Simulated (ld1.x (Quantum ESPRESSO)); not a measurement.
Transferability test, PAW potential for beryllium (Be)

ld1.x (Quantum ESPRESSO) 7.5 input, shortened:

```
&input
   title='Be', zed=4., rel=1, dft='PZ', iswitch=3,
   config='[He] 2s2 2p0'
 /
 &inputp
   pseudotype=3, lpaw=.true., tm=.true., lloc=-1, rcloc=1.65,
   nlcc=.true., new_core_ps=.true., rcore=1.15,
   which_augfun='PSQ', rmatch_augfun=1.50
 /
4
2S  1  0   2.00   0.00  1.40  1.55  0.0
2S  1  0   0.00   0.15  1.40  1.55  0.0
2P  2  1   0.00   0.00  2.50  3.30  0.0
2P  2  1   0.00   0.35  2.50  3.30  0.0
 &test
   configts(1)='2s2 2p0'
 /
```

Energies are relative to the spin-unpolarised reference configuration 2s2 2p0; without spin polarisation the order of configurations can differ from experiment. Spin-polarised rows fill each open shell by Hund’s rule, majority spin first.

```tsv
valence configuration	charge	ΔE all-electron (eV)	error AE − PS (meV)
2s1.5 2p0	+0.5	3.752	-0.3
2s1 2p1	0	3.519	-0.7
2s0 2p2	0	7.071	-2.9
2s1 2p0 (spin-polarised)	+1	9.044	-3.0
2s1.5 2p0 (spin-polarised)	+0.5	3.671	-0.4
```

(1) What are ΔE and the potential's error for 2s0 2p1?

(2) What are ΔE and the potential's error for 2s1 2p0?

Levels in the configuration 2s1 2p0:

| level | all-electron (eV) | pseudo (eV) |
| --- | --- | --- |
| 2s | -13.647 | -13.654 |

Answers

(1) ΔE = 13.334 eV all-electron; the error (AE − PS) is -6.9 meV.

(2) ΔE = 9.520 eV all-electron; the error (AE − PS) is -2.1 meV.
